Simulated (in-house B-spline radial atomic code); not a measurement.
RPA and G0W0 on PBE0: the technetium ion Tc⁺

Configuration [Kr] 4d5 5s1, highest spin, mean-field start PBE0. Computed with a B-spline radial code for spherical atoms: all electrons, scalar-relativistic (spin-free one-electron X2C), finite nucleus, each spin shell either full or empty, empty states to l = 9 with an (l + 1/2)⁻⁴ tail; G0W0 by contour deformation at full frequency.

RPA overbinds a lone outer s electron by self-correlation, and G0W0 tends to as well.

Command:
```bash
python run_gw.py task.json out
```
Settings (radii: box in bohr, nucleus in fm):
```
Z                        43
electrons                42
configuration            [Kr] 4d5 5s1
hamiltonian              x2c
method                   pbe0
lmax                     9
rms_radius               4.41117
spin_polarised           True
box_radius               23.78
intervals                70
ion_configuration        [Kr] 4d5
```

Time taken, with all properties: 17 s on 1 thread of Arm Neoverse V1 (shared host).

Energies (hartree):

```tsv
term	value
mean-field total	-4284.76325
Hartree-Fock functional on these orbitals	-4282.88210
direct second order	-3.4867
second-order exchange	1.0252
SOSEX correction	0.94861
```

(1) What is the RPA correlation energy, and what remains with SOSEX?

Quasi-particle levels (eV):

```csv
level,occupied,mean field,Σx - vxc,Σc,QP weight,G0W0
5s up,yes,-12.824,-1.71,?,?,?
4d up,yes,-17.021,-4.27,0.44,0.875,-20.854
4d down,no,-9.554,6.88,-4.23,0.889,-6.900
```

G0W0 = mean field + (Σx - vxc) + Σc, with Σc (partial-wave tail included) taken at the quasi-particle energy. Only the outer levels were computed. Levels of low weight are left out.

(2) Where does G0W0 put 5s up?

(3) What does it cost to remove one electron (to [Kr] 4d5) by differences of total energies, each species on its own start (correlation terms add to the Hartree-Fock functional)?

## Answers

(1) RPA gives -3.068 hartree (-1.99 eV per electron); RPA + SOSEX gives -2.1194, and the second-order doubles -2.4615 hartree (no singles). RPA lacks exchange-type terms and so overcorrelates at short range.

(2) At -15.813 eV, with Σc = -1.28 eV and a quasi-particle weight of 0.940. The tabulated removal energy is 15.260 eV (NIST, semi-empirical); the calculation leaves out spin-orbit coupling, Breit and QED terms, and what these don't explain is the method's own error.

(3) PBE0 15.320 eV, Hartree-Fock functional 14.214 eV, + RPA 15.699 eV, + RPA + SOSEX 14.981 eV, + second order 15.689 eV. Tabulated: 15.260 eV (NIST, semi-empirical); the calculation leaves out spin-orbit coupling, Breit and QED terms, and what these don't explain is the method's own error.
